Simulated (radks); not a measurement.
Question: Radial electron density D(r) = 4 pi r^2 rho(r) of an atom or ion with 13 electrons. All-electron calculation, non-relativistic Kohn-Sham, BLYP, spin-polarised, spherical densities, point nucleus. Program: a radial shooting solver on a logarithmic mesh with Libxc functionals.

r (bohr),D(r) (e/bohr),spin D(r)
0.009063,1.418,-0.0000620
0.0103,1.770,-0.0000760
0.0118,2.227,-0.0000932
0.01341,2.750,-0.000111
0.01537,3.418,-0.000132
0.01747,4.163,-0.000150
0.02001,5.089,-0.000165
0.02293,6.158,-0.000168
0.02606,7.290,-0.000151
0.02985,8.609,-0.0000949
0.03393,9.930,0.0000180
0.03887,11.37,0.000241
0.04418,12.68,0.000600
0.05062,13.94,0.00122
0.05753,14.91,0.00214
0.06591,15.59,0.00362
0.07491,15.82,0.00568
0.08582,15.57,0.00881
0.09754,14.88,0.0129
0.1117,13.75,0.0187
0.128,12.40,0.0264
0.1455,11.16,0.0353
0.1667,10.15,0.0466
0.1895,9.697,0.0583
0.2171,9.891,0.0710
0.2467,10.67,0.0816
0.2827,11.92,0.0894
0.3213,13.15,0.0911
0.3681,14.09,0.0851
0.4183,14.29,0.0715
0.4793,13.59,0.0500
0.5491,11.97,0.0255
0.6241,9.852,0.00583
0.715,7.377,-0.00303
0.8126,5.223,0.00758
0.931,3.439,0.0449
1.058,2.361,0.106
1.212,1.799,0.194
1.378,1.649,0.290
1.579,1.662,0.387
1.794,1.655,0.450
2.055,1.522,0.469
2.336,1.273,0.437
2.676,0.9365,0.360
3.066,0.6067,0.261
3.485,0.3571,0.171
3.993,0.1772,0.0958
4.538,0.07971,0.0482
5.199,0.02898,0.0196
5.909,0.009472,0.00709
6.77,0.002383,0.00195
7.694,0.0005309,0.000466

What is the nuclear charge?

Answer: Z = 14. The innermost maximum, from 1s, lies near 1/Z = 0.0714 bohr (found: 0.0749), and its height grows with Z. The density is that of the silicon ion Si+ in [Ne] 3s2 3p1; the configuration itself is not fixed sharply by these data, and Z only to about a unit. D(r) has 3 maxima, at r = 0.0749, 0.405, 1.67 bohr, and minima at 0.196, 1.42 bohr, inside which lie 2.20, 10.45 electrons.
